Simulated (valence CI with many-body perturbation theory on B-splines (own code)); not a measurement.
**Energy levels of La⁴⁴⁺**

Computed by configuration interaction combined with many-body perturbation theory (CI+MBPT): three valence electrons over a frozen Dirac-Fock core [Ne], radial functions for each j: 11 s, 11 p, 9 d, 7 f, 5 g, 2 h, 1 i, with the one-electron correlation potential Σ1 (screened to all orders), the two-electron term Σ2, the three-electron term Σ3, Breit, model QED; selected single and double excitations, second order for the rest (own B-spline code, finite nucleus).

No measured spectrum was set against this ion. As an estimate, large intervals hold to a few tenths of a per cent, small ones and those within an open d or f shell to about a per cent.

Levels 46 to 68 of 68, with energies above the lowest level, (3s^2 3p1/2) J=1/2. "Leading %" is the weight of the configuration and term that name the level; weights of strongly mixed levels are sums over their largest components and can fall short. In the jj column 3d3/2^4 stands for four electrons in 3d with j = 3/2. Lifetimes count E1, E2, E3, M1 and M2 decay at the calculated energies, and are blank where another channel may lead or the interval is too uncertain; long ones can be off by a factor of two.

```
No.  Configuration  Term    J  E (× 10³ cm⁻¹)  Leading %      g  Lifetime  Second component                Leading jj
 46          3p²3d    ²G  7/2          4729.1         40  1.060   4.85 ps     30 % 3p²3d ²F  3p1/2 3p3/2 3d3/2 (88 %)
 47          3p²3d    ²D  3/2          4872.4         41  1.093   1.69 ps     16 % 3p²3d ²P  3p1/2 3p3/2 3d3/2 (84 %)
 48          3p²3d    ⁴P  5/2          4877.0         32  1.220   1.83 ps     24 % 3p²3d ⁴F  3p1/2 3p3/2 3d3/2 (69 %)
 49          3p²3d    ⁴D  7/2          4885.1         44  1.295   4.10 ps     38 % 3p²3d ⁴F  3p1/2 3p3/2 3d5/2 (98 %)
 50          3p²3d    ⁴P  1/2          4904.5         37  1.725   1.85 ps     29 % 3p²3d ²P  3p1/2 3p3/2 3d3/2 (88 %)
 51          3p²3d    ²G  9/2          4937.1         56  1.189   6.61 ps     38 % 3p²3d ⁴F  3p1/2 3p3/2 3d5/2 (94 %)
 52          3p²3d    ²P  3/2          4956.1         48  1.405   3.15 ps     30 % 3p²3d ⁴P  3p1/2 3p3/2 3d5/2 (87 %)
 53          3p²3d    ²D  5/2          4977.5         41  1.163   3.75 ps     28 % 3p²3d ⁴D  3p1/2 3p3/2 3d5/2 (85 %)
 54          3p²3d    ²F  7/2          5049.5         44  1.078   4.11 ps     28 % 3p²3d ²G  3p1/2 3p3/2 3d5/2 (76 %)
 55          3s3d²    ⁴F  3/2          5080.4         81  0.500   1.67 ps     10 % 3s3d² ²D         3s 3d3/2^2 (83 %)
 56          3p²3d    ²F  5/2          5090.6         38  1.156   2.37 ps     28 % 3p²3d ²D  3p1/2 3p3/2 3d5/2 (78 %)
 57          3p²3d    ²P  1/2          5133.8         51  1.182   3.53 ps     32 % 3p²3d ²S  3p1/2 3p3/2 3d5/2 (87 %)
 58          3s3d²    ⁴F  5/2          5139.4         72  1.061   1.43 ps     12 % 3s3d² ²D         3s 3d3/2^2 (67 %)
 59          3p²3d    ²D  3/2          5150.6         59  0.883   2.38 ps     10 % 3p²3d ²P  3p1/2 3p3/2 3d5/2 (83 %)
 60          3s3d²    ⁴P  1/2          5248.8         79  2.494   1.31 ps     12 % 3s3d² ²S         3s 3d3/2^2 (75 %)
 61          3s3d²    ⁴F  7/2          5263.9         94  1.225   2.19 ps                       3s 3d3/2 3d5/2 (87 %)
 62          3s3d²    ⁴P  5/2          5313.2         34  1.266   1.89 ps     26 % 3s3d² ²D     3s 3d3/2 3d5/2 (81 %)
 63          3s3d²    ⁴P  3/2          5337.2         86  1.599   2.07 ps      9 % 3s3d² ²D     3s 3d3/2 3d5/2 (97 %)
 64          3s3d²    ⁴F  9/2          5340.3         68  1.264   2.68 ps     28 % 3s3d² ²G     3s 3d3/2 3d5/2 (70 %)
 65          3s3d²    ²G  7/2          5403.6         59  1.006   2.76 ps     25 % 3s3d² ²F     3s 3d3/2 3d5/2 (84 %)
 66          3s3d²    ²D  3/2          5409.2         44  1.095   1.88 ps     20 % 3s3d² ²P     3s 3d3/2 3d5/2 (66 %)
 67          3s3d²    ²F  5/2          5409.7         43  1.190   1.77 ps     38 % 3s3d² ⁴P     3s 3d3/2 3d5/2 (71 %)
 68          3s3d²    ²P  1/2          5451.9         48  1.163   1.55 ps     15 % 3p²3d ⁴P     3s 3d3/2 3d5/2 (55 %)
```
